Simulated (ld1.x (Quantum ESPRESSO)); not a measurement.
# Which change was made? (V, TM)

| Quantity | Value |
| --- | --- |
| Element | vanadium (V) |
| Generator | ld1.x (Quantum ESPRESSO) 7.5 |
| Type | norm-conserving Troullier–Martins (Kleinman–Bylander form) |
| Functional | PBEsol |
| Relativity | scalar-relativistic |
| Frozen core | [Ne] 3s2 |
| Valence charge | 11 |
| Reference configuration | 3p6 3d3 4s1 4p0 (charge +1) |
| Partial waves | 3p (bound): rc 1.70 bohr; 3d (bound): rc 1.85 bohr; 4s (bound): rc 2.15 bohr |
| Local potential | the s channel |
| Core correction | Bessel-smoothed model core inside 0.90 bohr |

Cutoffs, loose and tight: the cutoffs (Ry, on a coarse ladder) from which the occupation-weighted sum of valence levels, in a spherical-Bessel basis at the reference potential, stays within 10 and 1 mRy of its value at 400 Ry. They do not see the model core or the augmentation charge, which bear on the density cutoff. Test errors are all-electron minus pseudo excitation energies from the reference, over the configurations 3p6 3d3 4s2 4p0; 3p6 3d3 4s0 4p0; 3p6 3d2 4s0 4p0; 3p6 3d2 4s2 4p1; 3p6 3d3 4s0 4p2; 3p6 3d4 4s0 4p0; 3p6 3d4 4s1 4p0; variants that change the core or the reference have their own tests.

The base gives: outcome: generated; cutoff, loose: 70 Ry; cutoff, tight: 90 Ry; bound ghosts: none; largest test error (meV): -1269.

After one change the result is: outcome: generated; cutoff, loose: 45 Ry; cutoff, tight: 80 Ry; bound ghosts: none; largest test error (meV): -1269. Which change was it?
A. wave 3d (bound): rc 1.85 bohr becomes 3d (bound): rc 1.46 bohr
B. wave 3d (bound): rc 1.85 bohr becomes 3d (bound): rc 1.24 bohr
C. wave 3d (bound): rc 1.85 bohr becomes 3d (bound): rc 2.52 bohr
D. wave 3d (bound): rc 1.85 bohr becomes 3d (bound): rc 1.94 bohr

C. The others give: wave 3d (bound): rc 1.85 bohr becomes 3d (bound): rc 1.46 bohr → outcome: generated; cutoff, loose: 90 Ry; cutoff, tight: 110 Ry; bound ghosts: none; largest test error (meV): -1269 | wave 3d (bound): rc 1.85 bohr becomes 3d (bound): rc 1.24 bohr → outcome: generated; cutoff, loose: 120 Ry; cutoff, tight: 140 Ry; bound ghosts: none; largest test error (meV): -1269 | wave 3d (bound): rc 1.85 bohr becomes 3d (bound): rc 1.94 bohr → outcome: generated; cutoff, loose: 60 Ry; cutoff, tight: 90 Ry; bound ghosts: none; largest test error (meV): -1269.
